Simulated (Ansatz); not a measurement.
Ansatz (a quantum-chemistry and plane-wave program) input (CAM-B3LYP/def2-TZVPD):

Ansatz 0.2 input:
```yaml
crystal:
  periodic: [false, false, false]
  atoms:
    - {symbol: Cr, position_ang: [-0.00000000, -0.00000000, -0.40301613]}
    - {symbol: O, position_ang: [0.00000000, 0.00000000, 1.20904839]}
basis:
  gaussian:
    orbitals: def2-TZVPD
hamiltonian:
  xc: {name: CAM-B3LYP}
total_charge: -1
magnetization: {spin_polarized: true, initial_magnetization: 5}
```

End of the output:

```
integrals: 0.02 GiB planned
671 factors; their error is unknown
integrals: 0.06 GiB planned
161 factors; integrals over basis functions are off by at most 4.1e-5 eV
mean field: 0.35 GiB planned
mean field evaluation 1: about -30468.0679 eV, gradient 1.1e1 eV
mean field evaluation 2: about -30468.0595 eV, gradient 2.0e1 eV
mean field evaluation 4: about -30469.5381 eV, gradient 4.7e0 eV
mean field evaluation 8: about -30469.7301 eV, gradient 3.0e-1 eV
mean field evaluation 16: about -30469.8077 eV, gradient 2.3e-3 eV
mean field evaluation 32: about -30469.3643 eV, gradient 4.0e0 eV
mean field -30469.80774552 eV, -1119.7447814705 hartree, gradient 3.0e-5 eV, S^2 8.803847; 2 other end points of the search recorded, 0 dependent functions left out
reference -30469.80782569 eV, -1119.7447844166 hartree; 19, 14 occupied and 69, 74 virtual orbitals, 671 factors
Total energy: -30469.80782569 eV, -1119.7447844166 hartree
```

This state (charge -1, sextet) is run at the relaxed geometry of the species with charge 0 and multiplicity 5.
